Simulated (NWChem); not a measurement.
System: C5H7O, doublet; SMILES C(=[C]C)C(=O)C

Parts of the log:

```
             Northwest Computational Chemistry Package (NWChem) 7.3.0
             --------------------------------------------------------

                             Geometry "geometry" -> ""
                             -------------------------

 Output coordinates in angstroms (scale by  1.889725989 to convert to a.u.)

  No.       Tag          Charge          X              Y              Z
 ---- ---------------- ---------- -------------- -------------- --------------
    1 C                    6.0000    -0.00285200    -2.85787600    -0.00325400
    2 C                    6.0000    -0.18316900    -1.41030300    -0.00161700
    3 C                    6.0000     0.48819400    -0.26251800    -0.00315600
    4 C                    6.0000    -0.16628500     1.09122500    -0.00006800
    5 C                    6.0000     0.79386500     2.27071800     0.00278900
    6 O                    8.0000    -1.37995600     1.23947900     0.00040800
    7 H                    1.0000    -0.47847500    -3.32125600     0.88803600
    8 H                    1.0000    -0.48076000    -3.31932200    -0.89431800
    9 H                    1.0000     1.07615400    -3.14790400    -0.00490000
   10 H                    1.0000     1.60219600    -0.28070300    -0.00648600
   11 H                    1.0000     1.45779300     2.23204100    -0.88654500
   12 H                    1.0000     1.45519700     2.22935600     0.89395300
   13 H                    1.0000     0.22335600     3.21654900     0.00349700

 Effective nuclear repulsion energy (a.u.)     204.6198957938

  xc_inp: hfexch multiplicative factor not found.

                                 NWChem DFT Module
                                 -----------------

 Summary of "ao basis" -> "ao basis" (spherical)
 ------------------------------------------------------------------------------
       Tag                 Description            Shells   Functions and Types
 ---------------- ------------------------------  ------  ---------------------
 C                           6-31g*                  6       14   3s2p1d
 O                           6-31g*                  6       14   3s2p1d
 H                           6-31g*                  2        2   2s

            General Information
            -------------------
          SCF calculation type: DFT
          Wavefunction type:  spin polarized.
          No. of atoms     :    13
          No. of electrons :    45
           Alpha electrons :    23
            Beta electrons :    22
          Charge           :     0
          Spin multiplicity:     2
          Use of symmetry is: off; symmetry adaption is: off
          Maximum number of iterations: 150
          AO basis - number of functions:    98
                     number of shells:    50
          Convergence on energy requested:  1.00D-06
          Convergence on density requested:  1.00D-05
          Convergence on gradient requested:  5.00D-04

              XC Information
              --------------
                     Hartree-Fock (Exact) Exchange  1.000

      Superposition of Atomic Density Guess
      -------------------------------------

 Sum of atomic energies:        -266.54325075

      Non-variational initial energy
      ------------------------------

 Total energy =    -269.766341
 1-e energy   =    -765.072975
 2-e energy   =     290.686738
 HOMO         =      -0.130117
 LUMO         =      -0.034298

     ---------------------------------------------
      Total Density - Mulliken Population Analysis
     ---------------------------------------------

[...]

                     NWChem Electrostatic Potential Fit Module
                     -----------------------------------------

 Atom parameters

 Number of atoms is                                   13
 Number of basis functions is                         98

 Grid parameters

 Maximum number of grid points is                  48992
 Number of grid points is                          48991
 Grid range                                     0.300000 nm
 Grid spacing                                   0.020000 nm
 Probe radius                                   0.070000 nm
 Atom radius factor                             1.000000

 Atomic radii

    1    0.100000
    6    0.147000
    8    0.136000
 FASTESP  F
  using M.O. file = ./job.movecs

    Atom              Coordinates                           Charge

                                                  ESP

    1 C    -0.000285   -0.285788   -0.000325   -0.045370
    2 C    -0.018317   -0.141030   -0.000162    0.096161
    3 C     0.048819   -0.026252   -0.000316   -0.418018
    4 C    -0.016629    0.109123   -0.000007    0.705108
    5 C     0.079387    0.227072    0.000279   -0.223549
    6 O    -0.137996    0.123948    0.000041   -0.569752
    7 H    -0.047848   -0.332126    0.088804    0.041466
    8 H    -0.048076   -0.331932   -0.089432    0.042551
    9 H     0.107615   -0.314790   -0.000490    0.044515
   10 H     0.160220   -0.028070   -0.000649    0.153137
   11 H     0.145779    0.223204   -0.088655    0.051931
   12 H     0.145520    0.222936    0.089395    0.052020
   13 H     0.022336    0.321655    0.000350    0.069802
                                            ------------
                                                0.000000

 Dipole moment                                  1.458747

 Quadrupole moment Qxx                        -10.395871
                   Qyy                         13.312237
                   Qzz                         -2.916366

 RMS deviation kJ/mol                           0.051557

 RRMS %                                        22.334801
```

Level: UHF/6-31G* (spherical d). Structure relaxed at the PBE-D3(BJ)/def2-SVP, spin-unrestricted level. The determinant is spin-contaminated (<S²> = 1.10). No stability test was run on the SCF state.

Problem. Reconstruct the input file.

Solution. Several could match; the one computed here: the input that was run:
```
start job
memory heap 200 mb stack 900 mb global 1100 mb
geometry units angstroms noautosym nocenter noautoz
  C     -0.002852    -2.857876    -0.003254
  C     -0.183169    -1.410303    -0.001617
  C      0.488194    -0.262518    -0.003156
  C     -0.166285     1.091225    -0.000068
  C      0.793865     2.270718     0.002789
  O     -1.379956     1.239479     0.000408
  H     -0.478475    -3.321256     0.888036
  H     -0.480760    -3.319322    -0.894318
  H      1.076154    -3.147904    -0.004900
  H      1.602196    -0.280703    -0.006486
  H      1.457793     2.232041    -0.886545
  H      1.455197     2.229356     0.893953
  H      0.223356     3.216549     0.003497
end
basis spherical
  * library 6-31g*
end
dft
  odft
  mult 2
  xc hfexch
  iterations 150
  mulliken
end
task dft energy
esp
  recalculate
  probe 0.07
  range 0.3
  factor 1.0
  spacing 0.02
end
task esp
```
